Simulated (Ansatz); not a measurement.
One change: `C[O][Al]([CH3])[OH]` becomes `[CH3][Al]([OH])[SH]`.

Ansatz, PBE0-D4/def2-TZVP geometries, multiplicity 1. Each molecule was computed in one conformer, which needn't be the lowest.

```json
{"property": "HOMO–LUMO gap (PBE0/def2-TZVPP) / eV", "`C[O][Al]([CH3])[OH]`": "7.99"}
{"property": "HOMO energy (B3LYP/def2-TZVPP) / eV", "`C[O][Al]([CH3])[OH]`": "-7.73"}
{"property": "ideal-gas entropy at 298 K and 1 bar (rigid rotor, harmonic PBE0-D4/def2-TZVP) / J/(mol·K)", "`C[O][Al]([CH3])[OH]`": "385"}
{"property": "HOMO–LUMO gap (ωB97M-V/def2-TZVPP) / eV", "`C[O][Al]([CH3])[OH]`": "11.81"}
{"property": "HOMO energy (PBE0/def2-TZVPP) / eV", "`C[O][Al]([CH3])[OH]`": "-7.95"}
{"property": "HOMO energy (PBE/def2-TZVPP) / eV", "`C[O][Al]([CH3])[OH]`": "-6.42"}
```

Question: Give the same properties after the change, and the shifts. (Estimate.)

Answer: Computed: 
```
                                                                                  property  `[CH3][Al]([OH])[SH]`  shift
                                                      HOMO–LUMO gap (PBE0/def2-TZVPP) / eV                   7.45  -0.54
                                                       HOMO energy (B3LYP/def2-TZVPP) / eV                  -7.32   0.41
ideal-gas entropy at 298 K and 1 bar (rigid rotor, harmonic PBE0-D4/def2-TZVP) / J/(mol·K)                    354    -31
                                                   HOMO–LUMO gap (ωB97M-V/def2-TZVPP) / eV                  11.14  -0.67
                                                        HOMO energy (PBE0/def2-TZVPP) / eV                  -7.58   0.37
                                                         HOMO energy (PBE/def2-TZVPP) / eV                  -6.34   0.08
```

With PBE0 the HOMO rises by 0.37 eV and the LUMO falls by 0.16 eV, so the gap narrows by about 0.53 eV. PBE moves the HOMO by 0.08 eV and ωB97M-V by 0.53 eV. The zero-point energy changes by -85.5 kJ/mol with -9 modes. Modes under 60 cm⁻¹, often nearly free rotors, make the harmonic entropy too high.

B3LYP here is the variant with VWN-RPA as its local correlation; programs differ in this.
